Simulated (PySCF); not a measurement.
**Spin–spin coupling constants**

Molfile (atoms numbered from 1):
```
C5H9GeN
     RDKit          3D

 16 16  0  0  0  0  0  0  0  0999 V2000
    2.8598   -0.5313   -0.0271 C   0  0  0  0  0  0  0  0  0  0  0  0
    1.6546   -0.5448   -0.4077 N   0  0  0  0  0  0  0  0  0  0  0  0
    0.6217   -0.2197    0.5369 C   0  0  2  0  0  0  0  0  0  0  0  0
   -0.5082   -1.2193    0.5001 C   0  0  0  0  0  0  0  0  0  0  0  0
   -1.7701   -0.8339    0.2666 C   0  0  0  0  0  0  0  0  0  0  0  0
   -2.1038    0.6094    0.0141 C   0  0  0  0  0  0  0  0  0  0  0  0
   -0.3282    1.4582    0.0272 Ge  0  0  0  0  0  4  0  0  0  0  0  0
    3.1670   -0.2952    1.0128 H   0  0  0  0  0  0  0  0  0  0  0  0
    3.6585   -0.7595   -0.7467 H   0  0  0  0  0  0  0  0  0  0  0  0
    1.0184   -0.1301    1.5728 H   0  0  0  0  0  0  0  0  0  0  0  0
   -0.2650   -2.2741    0.6710 H   0  0  0  0  0  0  0  0  0  0  0  0
   -2.5761   -1.5772    0.2553 H   0  0  0  0  0  0  0  0  0  0  0  0
   -2.6336    0.7430   -0.9432 H   0  0  0  0  0  0  0  0  0  0  0  0
   -2.7613    1.0210    0.7979 H   0  0  0  0  0  0  0  0  0  0  0  0
    0.1249    1.9826   -1.3439 H   0  0  0  0  0  0  0  0  0  0  0  0
   -0.1726    2.5625    1.0909 H   0  0  0  0  0  0  0  0  0  0  0  0
  1  2  2  0
  2  3  1  0
  3  4  1  0
  4  5  2  0
  5  6  1  0
  6  7  1  0
  7  3  1  0
  1  8  1  0
  1  9  1  0
  3 10  1  1
  4 11  1  0
  5 12  1  0
  6 13  1  0
  6 14  1  0
  7 15  1  0
  7 16  1  0
M  END
```

Couplings: B3LYP/pcJ-1 (pcSseg-1 on Ge) (spin–dipole term only in couplings to heteroatoms) in PySCF 2.14, geometry PBE0-D3(BJ)/def2-SVP; gas phase, one conformer, non-relativistic. Couplings are averaged over pairs made equivalent by symmetry, fast rotation or ring inversion, so a value needn't be that of the named pair in this geometry, while other rotamers aren't included; one pair stands for each set, and the list holds a selection of those of at least 0.8 Hz over up to four bonds.

Isotopes: ¹³C, ¹H, ¹⁵N.

```json
{"pair": "C1, N2", "bonds": "1", "J (Hz)": "?"}
{"pair": "C1, H8", "bonds": "1", "J (Hz)": "160.4"}
{"pair": "C1, H9", "bonds": "1", "J (Hz)": "191.3"}
{"pair": "N2, C3", "bonds": "1", "J (Hz)": "?"}
{"pair": "C3, C4", "bonds": "1", "J (Hz)": "48.1"}
{"pair": "C3, H10", "bonds": "1", "J (Hz)": "138.6"}
{"pair": "C4, C5", "bonds": "1", "J (Hz)": "78.0"}
{"pair": "C4, H11", "bonds": "1", "J (Hz)": "170.1"}
{"pair": "C5, C6", "bonds": "1", "J (Hz)": "?"}
{"pair": "C5, H12", "bonds": "1", "J (Hz)": "?"}
{"pair": "C6, H13", "bonds": "1", "J (Hz)": "?"}
{"pair": "C6, H14", "bonds": "1", "J (Hz)": "140.1"}
{"pair": "N2, H9", "bonds": "2", "J (Hz)": "-11.8"}
{"pair": "C3, C6", "bonds": "2", "J (Hz)": "7.6"}
{"pair": "C3, H15", "bonds": "2", "J (Hz)": "4.3"}
{"pair": "C3, H16", "bonds": "2", "J (Hz)": "10.1"}
{"pair": "C1, H10", "bonds": "3", "J (Hz)": "13.3"}
{"pair": "N2, H11", "bonds": "3", "J (Hz)": "?"}
{"pair": "C3, H12", "bonds": "3", "J (Hz)": "11.0"}
{"pair": "C4, H13", "bonds": "3", "J (Hz)": "?"}
{"pair": "C4, H14", "bonds": "3", "J (Hz)": "?"}
{"pair": "C5, H10", "bonds": "3", "J (Hz)": "6.6"}
{"pair": "C5, H15", "bonds": "3", "J (Hz)": "2.1"}
{"pair": "H14, H15", "bonds": "3", "J (Hz)": "3.0"}
{"pair": "C4, H9", "bonds": "4", "J (Hz)": "-1.2"}
{"pair": "H10, H13", "bonds": "4", "J (Hz)": "2.8"}
```

Estimate the withheld couplings, with signs.

Answers


- ¹J(C1,N2) = -6.0 Hz (bond length 1.264 Å)
- ¹J(N2,C3) = 5.2 Hz (bond length 1.437 Å)
- ¹J(C5,C6) = 41.1 Hz (bond length 1.503 Å)
- ¹J(C5,H12) = 166.6 Hz (bond length 1.096 Å, sp2 carbon)
- ¹J(C6,H13) = 140.5 Hz (bond length 1.102 Å, sp3 carbon)
- ³J(N2,H11) = -1.5 Hz (dihedral angle 57°)
- ³J(C4,H13) = 7.8 Hz (dihedral angle 124°)
- ³J(C4,H14) = 7.7 Hz (dihedral angle 116°)

Relativistic effects of the heavier atoms present are left out.
